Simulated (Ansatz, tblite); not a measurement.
Forces on (Br2In-mu-SH)3 (In₃H₃S₃Br₆) at its PBE-D4/def2-SVP geometry. The state is a singlet with charge 0.

In the def2 sets In takes a core potential; there is no spin–orbit coupling. The xTB rows come from tblite. Single mean-field runs in def2-TZVP are fitted with def2-universal-jkfit.

GFN2-xTB (tblite), largest force 0.69 eV/Å:

```xyz
15
positions Å, forces eV/Å
In    1.355   -1.546   -1.024    0.212   -0.245   -0.162
Br    3.095   -3.191   -1.715   -0.138    0.139    0.066
Br   -0.354   -0.687   -2.653    0.052   -0.062   -0.024
S     0.101   -2.342    1.090   -0.226   -0.412   -0.227
In   -2.005   -0.803    1.087   -0.343   -0.075    0.161
Br   -2.247    0.031    3.436    0.034   -0.050   -0.144
Br   -3.697   -2.245   -0.062    0.116    0.095    0.064
S    -1.741    1.386   -0.271   -0.219    0.396    0.516
In    0.665    2.323   -0.130    0.039    0.383   -0.030
Br    0.631    3.654    1.991    0.006   -0.102   -0.131
Br    1.326    3.291   -2.340   -0.038   -0.070    0.135
S     2.442    0.444    0.216    0.325    0.142   -0.399
H    -0.598   -3.312    0.430    0.286    0.327    0.228
H    -2.104    2.124    0.828    0.118   -0.280   -0.456
H     3.132    0.873   -0.882   -0.225   -0.185    0.402
```

PBE-D4/def2-TZVP (Ansatz), largest force 0.26 eV/Å:

```
In 0.021 -0.007 0.024
Br -0.146 0.138 0.060
Br 0.128 -0.083 0.086
S -0.143 -0.019 -0.190
In -0.029 0.001 0.012
Br 0.026 -0.063 -0.165
Br 0.122 0.110 0.082
S 0.067 0.045 0.250
In -0.007 0.029 -0.003
Br 0.006 -0.098 -0.149
Br -0.052 -0.070 0.165
S -0.043 0.054 -0.231
H 0.101 0.152 0.075
H 0.067 -0.122 -0.162
H -0.117 -0.068 0.147
```

PBE0-D4/def2-TZVP (Ansatz), largest force 0.68 eV/Å:

```
In 0.031 -0.016 0.035
Br -0.363 0.344 0.145
Br 0.335 -0.184 0.293
S -0.371 -0.017 -0.527
In -0.073 -0.022 0.040
Br 0.055 -0.160 -0.451
Br 0.329 0.283 0.222
S 0.180 0.104 0.645
In 0.013 0.077 -0.003
Br 0.006 -0.260 -0.406
Br -0.130 -0.190 0.434
S -0.154 0.134 -0.613
H 0.247 0.333 0.218
H 0.132 -0.273 -0.405
H -0.239 -0.155 0.375
```
